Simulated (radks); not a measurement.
The numbers below are computed, except where a source is named.
Dipole-allowed excitations along the series with 4 electrons in [He] 2s2. Code: a radial shooting solver on a logarithmic mesh with Libxc functionals. Model: scalar-relativistic Kohn-Sham, PBE, spin-polarised, spherical densities, finite nucleus; Fermi nuclear charge, rms radius of each element as measured or else 0.836 A^(1/3) + 0.57 fm. Time-dependent linear response with the Hartree and adiabatic LDA kernel, continuum included through the Sternheimer equations, no spin-orbit coupling, so fine structure and intercombination lines are absent. Lines are the poles of the dipole polarisability below minus the highest occupied eigenvalue, found on a grid refined at the orbital gaps; the lowest seven at most are given, and weak or close lines can be missed. The first line takes the name of the lowest orbital gap if no other gap lies below it; otherwise a line is named after a gap within 0.6 % of it, if that gap stands alone.

species  -e(HOMO) (eV)  lowest orbital gap (eV)  first line (eV)      f  strongest line (eV)  its f  static alpha (bohr^3)
F5+             144.17             2s-2p 15.890   21.928 (2s-2p)  0.431       94.933 (2s-3p)  0.442                 0.7237
Ne6+            192.47             2s-2p 18.326   25.191 (2s-2p)  0.378       124.10 (2s-3p)  0.488                 0.4793
Mg8+            309.64             2s-2p 23.275   31.788 (2s-2p)  0.306       193.93 (2s-3p)  0.554                 0.2410
Al9+            378.54             2s-2p 25.808   35.146 (2s-2p)  0.280       234.60 (2s-3p)  0.579                 0.1796
Si10+           454.33             2s-2p 28.391   38.558 (2s-2p)  0.258       279.13 (2s-3p)  0.600                 0.1372
